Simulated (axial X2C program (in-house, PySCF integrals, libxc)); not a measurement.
VO⁺: from the spin-free to the two-component result

Calculated with an in-house relativistic program for diatomic molecules. Spin-free means the one-electron spin-free X2C Hamiltonian; two-component (2c) means X2C with spin–orbit coupling and atomic mean-field two-electron Coulomb and Gaunt terms, so the difference of the two also holds small scalar two-electron terms. Basis: V dyall-cv3z [10s10p6d4f2g], O dyall-av3z [7s6p3d2f] (cores contracted in-house); Gaussian nuclei, density fitting, unrestricted open shells. Masses: V 50.944 u, O 15.995 u.

Spin-free state: M_S = 1, Λ = 0 (beyond evenly filled blocks: δ+α, δ-α); fragments V+ + O.

```csv
level,Re (Å),ωe (cm⁻¹),De (eV),μ (D)
PBE0,1.525,1162.7,5.560,-5.42
BLYP,1.558,1087.2,6.795,-5.08
```

Dipoles are positive if O is the positive end and refer to the centre of mass.

Two-component determinant lowest at the distance of the search:

Ω = 1 (⟨Sz⟩ = 1.00, ⟨Lz⟩ = 0.00 at PBE0); fragments V+ + O.

| level | Re (Å) | ωe (cm⁻¹) | μ (D) |
| --- | --- | --- | --- |
| PBE0 | 1.525 | 1162.6 | -5.41 |
| BLYP | 1.558 | 1087.0 | -5.07 |

(1) From the two tables, how do the constants change at the PBE0 level (2c against spin-free)?

One determinant describes the state; a PBE0 search over occupations chose it and may have missed a lower one. Dissociation energies refer to the lowest single-determinant-based atoms at the same level and basis. De is not given where an atomic determinant may have missed its ground term or J level, or where the truncated virtual space spoils (T). Density functionals use the spin component along the axis (collinear). The functionals have no current-density term, which raises determinants with orbital currents, atoms included. With several unpaired electrons one determinant need not be a pure state. Open-shell Ω = 0 determinants with evenly filled partner blocks cannot be reached by this program, so the Ω shown need not be the lowest component. The determinant is spin-polarised beyond a pure state at some levels (its spin-free form has ⟨S²⟩ too high), which makes Re and μ there less reliable.

Results:

(1) At the PBE0 level Re is unchanged within 0.001 Å and ωe doesn't move by more than 0.2 cm⁻¹.
